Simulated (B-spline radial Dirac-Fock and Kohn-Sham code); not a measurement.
## Subshell cross sections of Cr⁵⁺, photon energy 1480 eV

System: Cr⁵⁺, configuration [Ar] 3d1.

Input of the calculation (task.json; shells as n, l, electrons):

```json
{"items": [{
  "Z": 24,
  "q": 5,
  "cfg": [[1, 0, 2], [2, 0, 2], [2, 1, 6], [3, 0, 2], [3, 1, 6], [3, 2, 1]],
  "A": 52,
  "rrms": 3.6452,
  "do": ["binding", "quiet", "photo", "scan"],
  "hv": [34.2, 36.5, 40.5, 1460.0, 1480.0, 2000, 2984.4, 5414.7, 8047.8, 9251.7, 22162.9, 30000, 38900.0, 68900.0, 110000.0, 150000]
}]}
```

Run with: `python xray_run.py task.json out`

Model: independent-particle photoionisation in a Dirac-Hartree-Slater potential with a Latter tail, all multipoles, thresholds from Dirac-Fock ΔSCF. Program: a radial atomic solver. The asymmetry parameter β is from the dipole term alone. Kinetic energies are from the vacuum level. Open shells are spread statistically over j, without multiplet splitting.

```
subshell  electrons  binding (eV)  kinetic (eV)  σ (kb)     β
      2s          2         803.8         676.2    55.9  2.00
   2p1/2          2         689.2         790.8    55.3  1.44
   2p3/2          4         680.7         799.3     107  1.46
      3s          2         172.8        1307.2    9.32  2.00
   3p1/2          2         136.7        1343.3    6.47  1.42
   3p3/2          4         135.6        1344.4    12.6  1.44
   3d3/2        0.4         89.60        1390.4   0.130  0.81
   3d5/2        0.6         89.48        1390.5   0.192  0.80
```

Branching ratios of the spin-orbit partners (statistical value in brackets): 2p 1.94 (2.00), 3p 1.94 (2.00), 3d 1.47 (1.50).
